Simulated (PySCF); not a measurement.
C2H5O3Si (doublet state).
Structure used (GFN2-xTB), in Å, numbered top down from 1:
```xyz
11
C2H5O3Si angstrom
O     -2.5534   -0.1163    0.3556
C     -1.5336    0.3642   -0.0632
O     -1.4284    1.6436   -0.4395
C     -0.2168   -0.3659   -0.2053
O      0.6102    0.0233    0.8787
Si     2.1390   -0.3969    1.1777
H     -2.2624    2.1133   -0.2794
H      0.2603   -0.0875   -1.1496
H     -0.3927   -1.4446   -0.1732
H      3.0780    0.0792    0.1716
H      2.3053   -1.8098    1.4855
```

The hyperfine couplings belong to this conformer and change with its torsions.

Identity: `O=C(O)CO[SiH2]` [radical].

The calculation used PySCF 2.14.0, UKS B3LYP, pcH-1 on C H O Si, non-relativistic, mean-field spin-orbit, GIAO. Geometry: GFN2-xTB, one conformer, isolated molecule. A GFN2-xTB geometry isn't a minimum of the functional, and hyperfine couplings can be far from their values at a DFT geometry, by a factor of two or more for some ions and for spin on atoms past the first row. No stability test was run, so a lower SCF solution isn't excluded.

Principal values of hyperfine tensors in MHz (contact, dipolar and spin–orbit terms together), for some of the nuclei:

| atom | isotope | A1 | A2 | A3 |
| --- | --- | --- | --- | --- |
| Si6 | 29Si | -764.12 | -510.36 | -509.99 |
| O5 | 17O | -95.22 | -83.07 | -82.05 |
| H11 | 1H | 53.99 | 64.92 | 72.31 |
| C4 | 13C | 38.64 | 38.75 | 48.00 |
| H8 | 1H | -5.41 | -3.85 | 1.30 |
| H9 | 1H | -4.87 | -3.48 | 1.52 |
| C2 | 13C | -1.01 | -0.75 | -0.19 |
| O1 | 17O | -0.72 | -0.13 | 0.16 |

Question: Give the isotropic coupling of each nucleus in MHz and in mT (g = 2.0025), and the anisotropic part.

Answer: a_iso = (A1 + A2 + A3)/3, Ti = Ai − a_iso; 1 mT corresponds to 28.028 MHz. The tensors hold a spin–orbit part: the run splits a_iso into a_FC + a_SO, and T includes its anisotropic share.

```json
{"atom": "Si6", "a_iso (MHz)": "-594.82", "a_FC": "-595.93", "a_SO": "1.11", "a_iso (mT)": "-21.223", "T1": "-169.30", "T2": "84.46", "T3": "84.84"}
{"atom": "O5", "a_iso (MHz)": "-86.78", "a_FC": "-86.73", "a_SO": "-0.05", "a_iso (mT)": "-3.096", "T1": "-8.44", "T2": "3.71", "T3": "4.74"}
{"atom": "H11", "a_iso (MHz)": "63.74", "a_FC": "63.73", "a_SO": "0.01", "a_iso (mT)": "2.274", "T1": "-9.75", "T2": "1.18", "T3": "8.57"}
{"atom": "C4", "a_iso (MHz)": "41.80", "a_FC": "41.81", "a_SO": "-0.01", "a_iso (mT)": "1.491", "T1": "-3.15", "T2": "-3.05", "T3": "6.20"}
{"atom": "H8", "a_iso (MHz)": "-2.65", "a_FC": "-2.66", "a_SO": "0.00", "a_iso (mT)": "-0.095", "T1": "-2.76", "T2": "-1.20", "T3": "3.96"}
{"atom": "H9", "a_iso (MHz)": "-2.27", "a_FC": "-2.28", "a_SO": "0.00", "a_iso (mT)": "-0.081", "T1": "-2.59", "T2": "-1.21", "T3": "3.80"}
{"atom": "C2", "a_iso (MHz)": "-0.65", "a_FC": "-0.65", "a_SO": "0.00", "a_iso (mT)": "-0.023", "T1": "-0.36", "T2": "-0.10", "T3": "0.46"}
{"atom": "O1", "a_iso (MHz)": "-0.23", "a_FC": "-0.23", "a_SO": "0.00", "a_iso (mT)": "-0.008", "T1": "-0.49", "T2": "0.10", "T3": "0.39"}
```

Question: What spin density at the nucleus of C4 lies behind its contact coupling (g_N = 1.40482)?

Answer: a_FC = (2μ0/3) gₑ μB g_N μN ρ(0)/(2S·h) = 800.24 MHz × g_N × ρ(0)/(2S), with ρ in bohr⁻³. With a_FC = 41.81 MHz and 2S = 1, ρ(0) = 0.03719 bohr⁻³.

Question: H10 (1H, g_N = 5.58569) isn't in the table. Its spin density at the nucleus is 0.01372 bohr⁻³. What is its contact coupling?

Answer: By the same relation, a_FC = 61.3 MHz. Its full tensor has the principal values 51.61, 62.46, 69.97 MHz.

Question: Name the largest traceless tensor T of the table and describe it.

Answer: Si6: -169.3, 84.5, 84.8 MHz (the dipolar term alone has -168.3, 83.8, 84.4), axial, in the ratio +1:+1:−2, the form that spin in one p orbital centred on that nucleus gives (the nuclear moment is negative).
